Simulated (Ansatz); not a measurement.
Molecule: SbF₃, charge 0, multiplicity 1. SMILES: [F][Sb]([F])[F]
Coordinates optimised at B3LYP-D3(BJ)/def2-TZVP (Ansatz, a first-principles code):
```
Sb
F 1 1.9022
F 1 1.9022 2 95.00
F 1 1.9022 2 95.00 3 -95.48
```

### Question
Give the harmonic wavenumbers at B3LYP-D3(BJ)/def2-TZVP (Ansatz, finite differences of forces, unscaled).

### Answer
193, 194, 239, 623, 623, 647 cm⁻¹. Zero-point energy 3.6 kcal/mol.

### Question
From these and the geometry, give the ideal-gas thermochemistry at 298.15 K and 1 atm (rigid rotor, harmonic oscillator).

### Answer
Point group C3v, rotational symmetry number 3. Rotational constants 4.457, 4.457, 3.381 GHz. S(trans) 41.45, S(rot) 23.79, S(vib) 7.40, S(elec, spin only) 0.00, S 72.6 cal/(mol K). H(298) - H(0) 3.67 kcal/mol; G - E(el) -14.4 kcal/mol.
